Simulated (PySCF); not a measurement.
# A survey of ³³S NMR shifts

- PBE0/pcSseg-1 with gauge-including orbitals
- GFN2-xTB geometry
- program: PySCF 2.14.0 with density-fitted response routines
- no solvent model, one computed conformer, equivalent nuclei averaged, no relativistic terms

Shieldings were converted by a linear fit to measured shifts: ³³S (scatter 33.3 ppm rms vs sulfate, solution or neat liquid). A few per cent of atoms miss by over 2 rms, more outside the fitted compound classes.

Question: Give the ³³S shifts of `[SiH3]Sc1ccco1`, `C#CCC(=O)[SiH2]S`, `NC[C@@H]1CCC(=S)C1`, `O=C1CSC=C1[SiH3]`.

Answer: 
```csv
compound,environment,δ (ppm)
[SiH3]Sc1ccco1,"sulfur bonded to C, Si",-429
C#CCC(=O)[SiH2]S,"sulfur bonded to Si, H",-614
NC[C@@H]1CCC(=S)C1,thione sulfur,545
O=C1CSC=C1[SiH3],sulfide sulfur,-219
```

Question: Order these by ³³S shift, lowest first.
A. O=C[C@H]1[SiH2]C=CS1
B. [SiH3]Oc1ccsc1
C. C=C[SiH2]OC=C=S
D. CS[Si@H]1C=CC1=O
E. C[Si@H]1C=CC(=S)O1
F. O[SiH2]c1ccsc1

Answer: D (-462 ppm, sulfur bonded to C, Si), A (-208 ppm, sulfide sulfur), B (-144 ppm, aromatic ring sulfur), F (-82 ppm, aromatic ring sulfur), E (280 ppm, thione sulfur), C (553 ppm, thione sulfur).
